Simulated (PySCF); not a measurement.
MnO₂Cl₃, singlet: molecular constants

Level of theory: PBE in PySCF with Mn def2-SVP, O def2-SVP, Cl def2-SVP; no relativity; density-fitted integrals.

The structure is a minimum.

| Item | Value |
| --- | --- |
| Point group | C2v |
| Bond lengths | Mn–Cl 2.101 Å, Mn–Cl 2.251 Å (×2), Mn–O 1.601 Å (×2) |
| Bond angles | Cl–Mn–Cl 110.4° (×2), Cl–Mn–Cl 139.2°, Cl–Mn–O 83.7° (×4), Cl–Mn–O 108.4° (×2), O–Mn–O 143.2° |
| Atomisation energy without zero-point energy | 1659 kJ/mol |
| Principal quadrupole moments (Buckingham, traceless) about the centre of mass | -5.34, 2.50, 2.84 D Å |
| Rotational symmetry number | 2 |
| Heat capacity Cp at 298.15 K | 109.6 J/(mol K) |
| Dipole moment | 1.30 D |
| Rotational constants | 0.06037, 0.04378, 0.03262 cm⁻¹ |
| Entropy at 298.15 K and 1 bar | 374.5 J/(mol K) |
| Zero-point energy | 26.1 kJ/mol |
| Highest occupied level | -7.59 eV |
| Principal polarisabilities | 53.2, 78.3, 106.5 bohr³ |
| Lowest empty level | -7.13 eV |
| Enthalpy at 298.15 K above 0 K | 23.31 kJ/mol |

Harmonic modes (masses in u: Mn 54.938, O 15.995, Cl 34.969):
| symmetry | ω (cm⁻¹) | IR (km/mol) | μ (u) |
| --- | --- | --- | --- |
| a1 | 69 | 0.4 | 28.25 |
| b1 | 114 | 0.1 | 33.29 |
| b2 | 189 | 0.1 | 28.91 |
| b2 | 210 | 0.0 | 20.82 |
| a1 | 256 | 0.3 | 23.26 |
| b1 | 268 | 1.0 | 20.28 |
| a1 | 298 | 1.0 | 29.11 |
| a2 | 316 | 0.0 | 17.85 |
| b1 | 358 | 34.4 | 37.41 |
| a1 | 460 | 32.6 | 37.79 |
| a1 | 898 | 6.1 | 17.08 |
| b2 | 930 | 118 | 20.86 |

In C2v the vibrations span 5a1 + 3b1 + 3b2 + a2. The a2 mode carries no infrared intensity, as symmetry demands.

Charges (e):
| atom | Mulliken | Löwdin | polar tensor | Mayer order to Mn1 |
| --- | --- | --- | --- | --- |
| Mn1 | 0.50 | -0.18 | 1.20 | – |
| O2,3 | -0.23 | -0.08 | -0.28 | 1.81 |
| Cl4 | 0.01 | 0.16 | -0.24 | 1.20 |
| Cl5,6 | -0.02 | 0.08 | -0.20 | 1.08 |
Other Mayer orders above 0.3: O–O 0.45.

Mulliken populations on Mn1: s 6.31, p 12.83, d 5.35, f 0.01.

Formally Mn is in oxidation state +7, d0. The polar-tensor charge on Mn, 1.20, is far below the formal one.

Stability towards spin polarisation was not tested. This need not be the most stable arrangement of these atoms.

The final relaxation and frequency run took about 6 core-minutes on a shared host.
